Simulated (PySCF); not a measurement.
Job for PySCF: R-BP86/6-31G* on C6H14 (SMILES CCCCCC).

```python
from pyscf import gto, scf, dft, mp
from pyscf.data.elements import chemcore

mol = gto.M(
    atom='''
    C    -3.20603308    0.13038701    0.23586831
    C    -1.88434848   -0.10268772   -0.49047332
    C    -0.66371055    0.11952673    0.39922426
    C     0.66381618   -0.11542573   -0.31564548
    C     1.88441903    0.10683386    0.57409670
    C     3.20591634   -0.13622379   -0.14930530
    H    -3.30877271   -0.54395810    1.08963194
    H    -3.27056446    1.15328299    0.61497330
    H    -4.06046010   -0.03472828   -0.42325606
    H    -1.82131372    0.56109242   -1.35904759
    H    -1.85889783   -1.12321477   -0.88656519
    H    -0.68664046    1.14168223    0.79409593
    H    -0.72760350   -0.54219124    1.27060175
    H     0.68657665   -1.13781153   -0.70993321
    H     0.72787353    0.54578840   -1.18739338
    H     1.86284354    1.12966021    0.96442690
    H     1.81761147   -0.55178659    1.44631565
    H     3.26684224   -1.16206189   -0.52099966
    H     3.31213932    0.53157734   -1.00776870
    H     4.06030655    0.03025845    0.50952714
    ''',
    basis='6-31g*',
    cart=True,
    charge=0, spin=0, verbose=3, max_memory=1800)
mf = dft.RKS(mol, xc='b88,p86')
mf.conv_tol = 1e-8
mf.max_cycle = 100
mf.kernel()
if not mf.converged:
    mf = mf.newton().run(mf.mo_coeff, mf.mo_occ)
```

Question: Give the final energy of this run.

Answer: -237.0613 hartree.
